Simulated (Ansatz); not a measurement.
A structure relaxed at r2SCAN-D4/def2-SVP in Ansatz, charge 1, doublet:

Cartesian coordinates in Å:
```
O 1.269 1.378 -0.085
Si 1.159 -0.037 -1.045
Si -1.949 0.782 1.370
Si -1.143 -0.929 -0.029
Si 0.466 0.745 1.289
Si 1.054 -1.492 0.812
Si -0.856 -0.448 -2.313
```

Question: Give its formula and point group.

Answer: Si₆O⁺. Point group Cs (tolerance 0.1 Å).

Question: Summarise the bond lengths by kind (pairs closer than 1.2 times the sum of covalent radii, bridged metal pairs left out).

Answer: 8 × Si–Si 2.35 to 2.56 Å; 2 × O–Si 1.71 Å.

The relaxation made no stability test and no search for a lower SCF solution. Another isomer (doublet) lies 0.54 eV lower at PBE0-D4/def2-TZVP; other spin states weren't run for this one.
